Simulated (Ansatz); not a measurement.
Two isomers of CH6BFO2Si: A = `CO[SiH2]B(O)F`, B = `CBO[SiH](O)F`.

Gas-phase electronic energies from Ansatz, PBE0-D4/def2-TZVP geometries. CBS: MP2 limit from def2 TZ/QZ plus the TZ coupled-cluster correction, frozen cores. Functionals use def2-TZVPP. B3LYP here is the variant with VWN-RPA as its local correlation; programs differ in this. One conformer a species, not always the lowest.

Which is lower in electronic energy at CCSD(T)/CBS, and by how much? (An estimate is asked.)

Ansatz gave: B, by 59.6 kcal/mol.

Give E(B) − E(A) in kcal/mol with MP2/def2-TZVPP, B2PLYP, PBE0-D4, B3LYP-D4, HF/def2-TZVPP, r2SCAN-D4, CCSD/def2-TZVPP. (An estimate is asked.)

The calculation gave: MP2/def2-TZVPP -61.1, B2PLYP -58.5, PBE0-D4 -54.1, B3LYP-D4 -56.2, HF/def2-TZVPP -62.2, r2SCAN-D4 -57.4, CCSD/def2-TZVPP -58.8. None reverses the order clearly.

Largest T1 diagnostic: 0.013.

From PBE to PBE0 (25 % exact exchange), in def2-TZVPP and without D4, E(B) − E(A) moves by −3.3 kcal/mol. In def2-TZVPP, CCSD(T) changes the Hartree–Fock value by +4.4 kcal/mol (the triples alone add +1.0 kcal/mol) and MP2 by +1.1 kcal/mol.
